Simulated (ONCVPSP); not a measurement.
# What one change does to a pseudopotential (silicon, ONCV)

ONCVPSP 4.0.1 input, shortened (lines: element, Z, core and valence counts, functional; n l f; lmax; l rc ep ncon nbas qcut; lloc lpopt rc5 dvloc0; l nproj debl; icmod fcfact rcfact), PBE, scalar-relativistic:

```
  Si 14.00    3    2        4      upf
    1    0    2.00
    2    0    2.00
    2    1    6.00
    3    0    2.00
    3    1    2.00
    1
    0    1.70    0.00    5    9    3.00
    1    2.15    0.00    4    9    4.10
    0    5    1.70    0.00
    0    0    1.10
    1    2    0.30
    3    1.75    1.20
```

Change: core correction Teter function, fcfact 1.75, rcfact 1.5.

Cutoffs: the cutoffs (Ha) at which the residual kinetic energy of the hardest occupied pseudo-wave falls to 1 and 0.1 mHa per electron; they do not see the model core or the augmentation charge, which bear on the density cutoff. Errors are all-electron minus pseudo energies relative to the spin-unpolarised reference configuration.

Predict the effect on cutoff, ghosts and configuration errors.

The potential gets neither clearly harder nor softer (18 Ha and 64 Ha → 18 Ha and 64 Ha); of the 4 tests that both files solve, the error grows in 1 and shrinks in 2 by more than 15 % and 0.3 meV (median size 0.7 → 1.5 meV); neither file shows a bound ghost. A model core, the more so a compact one, raises the density cutoff, which this test does not measure.

```csv
quantity,base,changed
"cutoff, loose",18 Ha,18 Ha
"cutoff, tight",64 Ha,64 Ha
bound ghosts,none,none
GHOST(+) flags under 300 eV,none,none
"error for 3s2 3p1, meV [ΔE 7.74 eV]",-0.9,+0.2
"error for 3s2 3p0, meV [ΔE 23.73 eV]",+0.6,+2.7
"error for 3s1 3p0, meV [ΔE 57.70 eV]",+50,+3.7
"error for 3s2 3p1.5, meV [ΔE 2.92 eV]",-0.3,0.0
s: phases at 1.73 bohr within 0.05 rad from the reference energy up to (Ha; the scan ends near 5),1.9,1.9
p: phases at 2.18 bohr within 0.05 rad from the reference energy up to (Ha; the scan ends near 5),2.4,2.4
"rms error of d²Exc/dni dnj with the model core, mHa",0.75,0.36
```
